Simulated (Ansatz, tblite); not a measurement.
Spin states of PtS₂⁻, each relaxed with PBE0-D4/def2-TZVPD in Ansatz. Electronic energies in the gas phase.

In the def2 sets Pt takes a core potential; there is no spin–orbit coupling. The xTB rows come from tblite. HSE06 is defined as in plane-wave codes, on full-range PBE exchange. Correlated methods freeze 10 core orbitals; core or outer-core shells of Pt are correlated, in sets that lack core-valence functions. The structure comes from a short search, and lower isomers may exist.

Doublet geometry (C2v within 0.1 Å):

Cartesian coordinates in Å:
```
Pt 0.001 0.055 0.314
S 1.624 -1.266 0.054
S -1.625 1.211 -0.369
```

Quartet geometry (C2v within 0.1 Å):

Cartesian coordinates in Å:
```
Pt 0.280 -0.228 0.130
S -1.447 -1.517 -0.111
S 1.167 1.745 -0.019
```

Run but left out: HF/def2-TZVPD, HF/def2-TZVPPD, PBE-QIDH/def2-TZVPD, MP2/def2-TZVPD, MP2/def2-TZVPPD, CCSD/def2-TZVPPD, CCSD(T)/def2-TZVPPD (doublet: ⟨S²⟩ 1.43 to 1.68, where a pure state has 0.75).

Only these spin states were relaxed. Higher spins weren't run and may lie lower.

```tsv
level	quartet − doublet (kJ/mol)	lowest of these
GFN1-xTB	117.9	doublet
GFN2-xTB	85.3	doublet
PBE-D4/def2-TZVPD	65.4	doublet
revPBE-D4/def2-TZVPD	61.8	doublet
r2SCAN-D4/def2-TZVPD	55.7	doublet
B97M-V/def2-TZVPD	62.2	doublet
r2SCANh-D4/def2-TZVPD	50.9	doublet
PBE0-D4/def2-TZVPD	51.9	doublet
HSE06-D4/def2-TZVPD	52.8	doublet
RPA@PBE/def2-TZVPD	66.8	doublet
```

| state | donor atoms | mean metal–ligand distance (Å) | range (Å) | Mulliken spin on the metal (PBE0) |
| --- | --- | --- | --- | --- |
| doublet | 2 | 2.109 | 2.11–2.11 | 0.33 |
| quartet | 2 | 2.168 | 2.17–2.17 | 1.12 |

⟨S²⟩ at PBE0-D4/def2-TZVPD: doublet 0.76 (pure 0.75), quartet 3.77 (pure 3.75).

Change of the quartet − doublet gap on mixing in exact exchange, in kJ/mol: PBE to PBE0 (25 % exact exchange) -13.4; r2SCAN to r2SCANh (10 % exact exchange) -4.8.

The xTB methods have no spin-polarisation term.
